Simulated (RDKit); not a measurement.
A run for RDKit: MMFF94 on H2O (SMILES O).

```python
from rdkit import Chem
from rdkit.Chem import AllChem, rdDetermineBonds

blocks = [
'''3

O    -0.00000000    0.00000000    0.38961139
H     0.00000000    0.76498632   -0.19485569
H     0.00000000   -0.76498632   -0.19485569
''',
]
mol = None
for b in blocks:
    f = Chem.MolFromXYZBlock(b)
    rdDetermineBonds.DetermineBonds(f, charge=0)
    mol = f if mol is None else Chem.CombineMols(mol, f)
Chem.SanitizeMol(mol)
print(Chem.MolToSmiles(Chem.RemoveHs(mol)))
ff = AllChem.MMFFGetMoleculeForceField(mol, AllChem.MMFFGetMoleculeProperties(mol), nonBondedThresh=100.0, ignoreInterfragInteractions=False)
e = ff.CalcEnergy()
print(f'MMFF94 energy {e:.6f} kcal/mol')
```

The log:

```
O
MMFF94 energy 0.059832 kcal/mol
```

The run finished.

Cost: roughly 0.020 core-seconds.
